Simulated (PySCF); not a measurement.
The dipole of `C#C[C@@H]1C=CCCC1` from its density and from atomic charges.

Coordinates (GFN2-xTB, Å) and charges (e) from the PBE0/pcSseg-1 density (PySCF):

| atom | x | y | z | Mulliken | IAO | Hirshfeld | ESP-fitted |
| --- | --- | --- | --- | --- | --- | --- | --- |
| C1 | 2.939 | -0.195 | 0.772 | -0.4098 | -0.2620 | -0.1275 | -0.4521 |
| C2 | 2.014 | 0.104 | 0.075 | +0.3320 | -0.0229 | -0.0346 | -0.0217 |
| C3 | 0.872 | 0.456 | -0.756 | -0.2863 | -0.1289 | -0.0108 | +0.2050 |
| C4 | 0.054 | 1.504 | -0.046 | -0.0744 | -0.1598 | -0.0503 | -0.3665 |
| C5 | -1.110 | 1.253 | 0.527 | -0.1525 | -0.1500 | -0.0442 | -0.0785 |
| C6 | -1.759 | -0.096 | 0.539 | -0.1804 | -0.2658 | -0.0689 | -0.0457 |
| C7 | -0.762 | -1.193 | 0.176 | -0.2192 | -0.2559 | -0.0688 | +0.0684 |
| C8 | 0.025 | -0.785 | -1.064 | -0.1545 | -0.2477 | -0.0633 | -0.2078 |
| H9 | 3.757 | -0.457 | 1.374 | +0.0365 | +0.1983 | +0.0878 | +0.3055 |
| H10 | 1.260 | 0.878 | -1.693 | +0.1533 | +0.1643 | +0.0547 | +0.0617 |
| H11 | 0.488 | 2.494 | -0.012 | +0.0976 | +0.1487 | +0.0441 | +0.1713 |
| H12 | -1.660 | 2.049 | 1.012 | +0.0956 | +0.1464 | +0.0451 | +0.0990 |
| H13 | -2.190 | -0.286 | 1.525 | +0.1309 | +0.1442 | +0.0442 | +0.0380 |
| H14 | -2.589 | -0.095 | -0.177 | +0.1308 | +0.1401 | +0.0401 | +0.0424 |
| H15 | -1.287 | -2.135 | 0.001 | +0.1184 | +0.1357 | +0.0404 | -0.0030 |
| H16 | -0.064 | -1.340 | 1.004 | +0.1347 | +0.1401 | +0.0324 | +0.0388 |
| H17 | 0.673 | -1.601 | -1.392 | +0.1295 | +0.1427 | +0.0405 | +0.0630 |
| H18 | -0.669 | -0.551 | -1.875 | +0.1177 | +0.1323 | +0.0387 | +0.0820 |

Compute μ = Σ q r for each scheme (1 e·Å = 4.803 D) and compare with the dipole of the full density.

The full density gives (-0.77, -0.21, -0.24) D, 0.83 D in size; dipole vectors point from the negative to the positive end.

```json
{"scheme": "Mulliken", "μx": "-3.35", "μy": "-0.56", "μz": "-1.57", "size (D)": "3.74", "share of the full size (%)": "450", "angle to the full dipole (°)": "10"}
{"scheme": "IAO", "μx": "-0.90", "μy": "-0.10", "μz": "-0.35", "size (D)": "0.97", "share of the full size (%)": "117", "angle to the full dipole (°)": "10"}
{"scheme": "Hirshfeld", "μx": "-0.69", "μy": "0.01", "μz": "-0.28", "size (D)": "0.74", "share of the full size (%)": "89", "angle to the full dipole (°)": "16"}
{"scheme": "ESP-fitted", "μx": "-0.78", "μy": "-0.22", "μz": "-0.29", "size (D)": "0.86", "share of the full size (%)": "103", "angle to the full dipole (°)": "3"}
```

Which set comes closest?

Length of the difference vector: ESP-fitted 0.05 D, IAO 0.20 D, Hirshfeld 0.24 D, Mulliken 2.93 D. Closest: ESP-fitted. ESP charges are fitted to the potential around the molecule, whose slowest-falling term is the dipole's. 

What is left for the Hirshfeld atoms' own dipoles?

The Hirshfeld atoms' densities add up to the full density, so μ = Σ q r + Σ (atomic dipoles). The atomic dipoles sum to (-0.77, -0.21, -0.24) − (-0.69, 0.01, -0.28) = (-0.08, -0.22, 0.04) D, 0.24 D in size.

With the origin at the mean of the coordinates, (0.000, 0.000, -0.001) Å, which are the largest single terms, by size, of the Mulliken dipole along the direction of the full one?

C1 +5.68, C2 -3.04, H14 +1.55, C6 -1.29, H13 +1.04 D; all 18 atoms together +3.69 D. The single terms depend on the origin, their sum doesn't.

Give the size of the full dipole in other units.

0.83 D = 0.327 au = 0.173 e·Å = 2.77 × 10⁻³⁰ C·m.

Geometry: GFN2-xTB, one conformer, isolated molecule.
